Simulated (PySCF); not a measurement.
Two species compared at the same levels of theory.

First species: C9H9FO.
Numbering: `[CH2:1]=[CH:2][c:3]1[c:4]([OH:5])[cH:6][cH:7][cH:8][c:9]1[CH2:10][F:11]` (hydrogens: H12, H13 on C1; H14 on C2; H15 on O5; H16 on C6; H17 on C7; H18 on C8; H19, H20 on C10)

Second species: C5H7NO2S2.
Z-matrix (Å and degrees, GFN2-xTB geometry), rows numbered from 1:
```
C 
S   1  1.8158
O   2  1.4362  1  108.82
O   2  1.4363  1  108.29  3  -130.11
C   2  1.7659  1  103.08  3   114.18
C   5  1.3582  2  128.10  1  -107.15
C   6  1.4083  5  113.13  2   177.00
C   7  1.3703  6  112.64  5    -0.46
N   8  1.3695  7  127.85  6  -175.62
S   5  1.7307  2  119.69  1    69.54
H   1  1.0827  2  107.67  3    63.75
H   1  1.0826  2  108.01  3  -176.75
H   1  1.0822  2  108.06  3   -55.78
H   6  1.0744  5  121.90  2    -3.48
H   7  1.0744  6  124.04  5   179.88
H   9  1.0079  8  115.96  7   -23.69
H   9  1.0070  8  116.48  7  -163.59
```

Levels: PBE0/pcSseg-1 for dipole moment, HOMO energy, LUMO energy and HOMO–LUMO gap; GFN2-xTB for rotational constant A and rotational constant C. Geometries: GFN2-xTB. Each structure is a single optimised conformer of the isolated species, non-relativistic unless stated; the electronic structure was computed with PySCF and density fitting.

Dipoles, sizes and rotational constants follow the conformer. The torsions of the flexible species, by atom-mapped SMILES:
- `[CH2:1]=[CH:2][c:3]1[c:4]([OH:5])[cH:6][cH:7][cH:8][c:9]1[CH2:10][F:11]`: C1–C2–C3–C4 49°, C8–C9–C10–F11 -4°, H–O5–C4–C3 2°
- `[CH3:1][S:2](=[O:3])(=[O:4])[c:5]1[cH:6][cH:7][c:8]([NH2:9])[s:10]1`: C1–S2–C5–C6 -107°, H–N9–C8–C7 -24°, H–N9–C8–C7 -164°

Values for the first species:

* Dipole moment: 2.22 D
* HOMO energy: -6.55 eV
* LUMO energy: -1.17 eV
* HOMO–LUMO gap: 5.38 eV
* Rotational constant A: 1.549 GHz
* Rotational constant C: 0.610 GHz

Problem. Estimate the same properties for the second species, and the change in each.

Solution. 
| property | first | second | second less first |
| --- | --- | --- | --- |
| dipole moment | 2.22 D | 6.43 D | +4.21 D |
| HOMO energy | -6.55 eV | -6.39 eV | +0.16 eV |
| LUMO energy | -1.17 eV | -0.95 eV | +0.22 eV |
| HOMO–LUMO gap | 5.38 eV | 5.44 eV | +0.06 eV |
| rotational constant A | 1.549 GHz | 2.399 GHz | +0.850 GHz |
| rotational constant C | 0.610 GHz | 0.577 GHz | -0.033 GHz |

On the first: The dipole matches unit charges of opposite sign 0.46 Å apart (1 e·Å = 4.8032 D).

On the second: The dipole matches unit charges of opposite sign 1.34 Å apart (1 e·Å = 4.8032 D).
